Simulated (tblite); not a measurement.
A geometry optimisation, step by step.

Species: C8H12P2.
Bonds: C1–C2, C2–C3, C2–C4, C2–C5, C5–C6 (aromatic), C6–C7 (aromatic), C7–P8 (aromatic), P8–C9 (aromatic), C9–P10 (aromatic), C5–P10 (aromatic). Hydrogens: H11, H12, H13 on C1; H14, H15, H16 on C3; H17, H18, H19 on C4; H20 on C6; H21 on C7; H22 on C9.

Computed with GFN2-xTB (tblite), gas phase: L-BFGS steps from a force-field or distance-geometry start until the largest atomic force falls under 0.01 eV/Å. 5 of its 80 geometries are shown.

Step 0: E = -765.6835 eV, largest atomic force 3.376 eV/Å
```
atom  x, y, z in Å  |  force x, y, z in eV/Å
C1     -1.738   -0.456   -1.037   -0.788   0.143  -0.288
C2     -0.901   -0.250    0.225    0.272  -0.308   0.296
C3     -1.325    1.047    0.945   -0.299   0.533  -0.052
C4     -1.234   -1.400    1.202    0.366  -0.465   0.290
C5      0.591   -0.174   -0.151    1.617  -0.136  -1.829
C6      1.077    0.949   -0.920    0.713  -0.432   0.811
C7      2.373    1.279   -1.403   -0.622  -2.427   0.262
P8      3.875    0.244   -1.174   -1.937   1.508   2.027
C9      3.284   -0.636    0.317   -1.047   0.175  -1.947
P10     1.748   -1.622    0.138   -0.680   3.014   1.360
H11    -1.634    0.377   -1.743    0.092  -0.161   0.192
H12    -1.466   -1.374   -1.562    0.072   0.116   0.165
H13    -2.818   -0.524   -0.782    0.649   0.024  -0.069
H14    -1.279    1.923    0.280    0.109  -0.325   0.199
H15    -2.376    0.992    1.290    0.535  -0.193  -0.219
H16    -0.707    1.258    1.827   -0.066  -0.183  -0.330
H17    -2.292   -1.381    1.498    0.275   0.172  -0.239
H18    -1.054   -2.397    0.763    0.094   0.501   0.062
H19    -0.649   -1.333    2.141   -0.148   0.050  -0.595
H20     0.338    1.710   -1.168    0.072  -0.027   0.366
H21     2.495    2.188   -1.983   -0.002  -0.425  -0.070
H22     3.682   -0.399    1.296    0.723  -1.154  -0.393
```

Step 20: E = -768.3673 eV, largest atomic force 0.294 eV/Å
```
atom  x, y, z in Å  |  force x, y, z in eV/Å
C1     -1.731   -0.429   -1.066   -0.024   0.018   0.018
C2     -0.914   -0.215    0.217   -0.059  -0.042   0.077
C3     -1.347    1.076    0.926   -0.040   0.024   0.041
C4     -1.185   -1.396    1.151   -0.020  -0.023   0.063
C5      0.575   -0.070   -0.059    0.024  -0.154  -0.099
C6      0.980    0.928   -0.926    0.009  -0.017  -0.025
C7      2.263    1.243   -1.317    0.055  -0.001  -0.124
P8      3.773    0.613   -0.765    0.102  -0.111   0.041
C9      3.249   -0.609    0.335   -0.109   0.071  -0.020
P10     1.669   -1.150    0.776    0.036  -0.107   0.101
H11    -1.619    0.384   -1.780    0.041   0.025   0.073
H12    -1.441   -1.353   -1.566    0.053   0.034   0.083
H13    -2.788   -0.501   -0.805    0.062   0.004  -0.034
H14    -1.268    1.937    0.266   -0.027  -0.029   0.039
H15    -2.373    1.004    1.280   -0.003  -0.019  -0.045
H16    -0.697    1.242    1.785   -0.055   0.051   0.018
H17    -2.240   -1.429    1.422    0.027  -0.011  -0.053
H18    -0.920   -2.341    0.674    0.004   0.093   0.034
H19    -0.603   -1.293    2.067   -0.064  -0.029  -0.004
H20     0.198    1.538   -1.359   -0.034  -0.002  -0.115
H21     2.364    1.992   -2.087   -0.019   0.283  -0.078
H22     4.046   -1.153    0.831    0.038  -0.059   0.010
```

Step 40: E = -768.4009 eV, largest atomic force 0.057 eV/Å
```
atom  x, y, z in Å  |  force x, y, z in eV/Å
C1     -1.702   -0.418   -1.051    0.000   0.004   0.012
C2     -0.904   -0.210    0.242    0.031   0.027  -0.009
C3     -1.368    1.075    0.940   -0.008   0.021  -0.004
C4     -1.191   -1.389    1.172    0.004   0.004  -0.005
C5      0.584   -0.072   -0.056    0.038  -0.005  -0.007
C6      0.988    0.906   -0.954    0.009  -0.003  -0.011
C7      2.268    1.258   -1.335    0.001  -0.028   0.001
P8      3.774    0.588   -0.799    0.000   0.016  -0.028
C9      3.243   -0.636    0.295    0.020  -0.001   0.004
P10     1.672   -1.133    0.809    0.009  -0.019   0.011
H11    -1.588    0.415   -1.739   -0.011  -0.004   0.003
H12    -1.378   -1.325   -1.558    0.005   0.002   0.021
H13    -2.758   -0.512   -0.809   -0.029  -0.024  -0.043
H14    -1.274    1.936    0.284    0.008   0.035  -0.006
H15    -2.409    0.987    1.239   -0.027   0.000   0.004
H16    -0.767    1.257    1.829   -0.006  -0.003   0.006
H17    -2.260   -1.452    1.363   -0.022  -0.023   0.012
H18    -0.866   -2.326    0.725    0.017  -0.014  -0.025
H19    -0.681   -1.266    2.126    0.006   0.018   0.016
H20     0.198    1.480   -1.426   -0.011   0.037   0.007
H21     2.364    2.059   -2.061   -0.030  -0.028   0.035
H22     4.047   -1.202    0.759   -0.006  -0.013   0.003
```

Step 59: E = -768.4054 eV, largest atomic force 0.029 eV/Å
```
atom  x, y, z in Å  |  force x, y, z in eV/Å
C1     -1.683   -0.423   -1.051   -0.003  -0.004   0.003
C2     -0.906   -0.197    0.253    0.004   0.012  -0.013
C3     -1.389    1.087    0.940   -0.004   0.000   0.000
C4     -1.185   -1.378    1.182   -0.007   0.008  -0.009
C5      0.584   -0.060   -0.039    0.007   0.007  -0.009
C6      0.985    0.921   -0.933    0.001   0.011  -0.001
C7      2.263    1.247   -1.341    0.004   0.005   0.006
P8      3.768    0.546   -0.846    0.004   0.001  -0.007
C9      3.240   -0.660    0.270    0.006  -0.003  -0.003
P10     1.671   -1.135    0.811    0.003   0.004   0.003
H11    -1.592    0.418   -1.732    0.004  -0.010   0.009
H12    -1.317   -1.315   -1.556    0.005   0.005  -0.001
H13    -2.739   -0.562   -0.830   -0.007  -0.002  -0.004
H14    -1.260    1.956    0.299   -0.003  -0.003  -0.003
H15    -2.444    1.003    1.194   -0.013  -0.005  -0.002
H16    -0.826    1.254    1.856    0.000   0.004   0.005
H17    -2.256   -1.484    1.337   -0.022   0.004   0.018
H18    -0.808   -2.304    0.750   -0.002  -0.014   0.000
H19    -0.712   -1.228    2.151    0.012  -0.009   0.007
H20     0.197    1.520   -1.378    0.014  -0.001   0.003
H21     2.355    2.054   -2.061   -0.004  -0.008   0.005
H22     4.043   -1.238    0.722    0.002  -0.002  -0.005
```

Step 79: E = -768.4069 eV, largest atomic force 0.010 eV/Å
```
atom  x, y, z in Å  |  force x, y, z in eV/Å
C1     -1.667   -0.432   -1.051    0.003  -0.001  -0.003
C2     -0.904   -0.192    0.259   -0.002   0.002   0.000
C3     -1.412    1.089    0.935    0.000   0.005   0.002
C4     -1.184   -1.371    1.192    0.001   0.001   0.002
C5      0.587   -0.048   -0.027   -0.004  -0.004  -0.001
C6      0.990    0.937   -0.917    0.000  -0.001   0.005
C7      2.267    1.250   -1.338   -0.003   0.002   0.002
P8      3.769    0.521   -0.876   -0.001   0.003   0.007
C9      3.243   -0.676    0.250    0.000  -0.004  -0.001
P10     1.675   -1.131    0.813   -0.002  -0.003  -0.004
H11    -1.584    0.413   -1.729   -0.002   0.002  -0.001
H12    -1.277   -1.314   -1.555    0.000  -0.006  -0.001
H13    -2.722   -0.592   -0.840    0.003   0.000  -0.005
H14    -1.278    1.959    0.296    0.004   0.002  -0.008
H15    -2.472    0.996    1.163   -0.005  -0.002  -0.001
H16    -0.873    1.262    1.864    0.009   0.001   0.004
H17    -2.254   -1.458    1.369    0.000  -0.001   0.003
H18    -0.831   -2.302    0.751    0.000  -0.003   0.001
H19    -0.689   -1.232    2.152    0.002   0.002   0.006
H20     0.203    1.547   -1.349    0.005   0.002  -0.002
H21     2.360    2.060   -2.053   -0.004   0.003  -0.001
H22     4.044   -1.267    0.689   -0.003   0.000  -0.005
```

**Question.** Summarise the path.

**Answer.** The energy falls by 262.77 kJ/mol from step 0 to step 79; nine tenths of that is first reached at step 10. It falls at every step. The largest force goes from 3.376 to 0.010 eV/Å. Among the bonds C5–P10 changes most, from 1.875 to 1.750 Å; the atoms move by 0.340 Å rms after alignment.
